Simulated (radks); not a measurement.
Values are calculated unless marked as measured or tabulated.
The rubidium ion Rb12+ is in [Ar] 3d7. Level of theory: scalar-relativistic Kohn-Sham, PBEsol, spin-polarised, spherical densities, finite nucleus; Fermi nuclear charge, rms radius of each element as measured or else 0.836 A^(1/3) + 0.57 fm (a radial shooting solver on a logarithmic mesh with Libxc functionals). Open shells are filled with parallel spins first. One electron is removed from 3d, 2p, 3p, 3s in turn, with full relaxation. Which removal costs least, and what does each cost?

Answer. 3d 400.39 eV; 3p 519.27 eV; 3s 592.82 eV; 2p 2139.0 eV. The 3d electron leaves first.
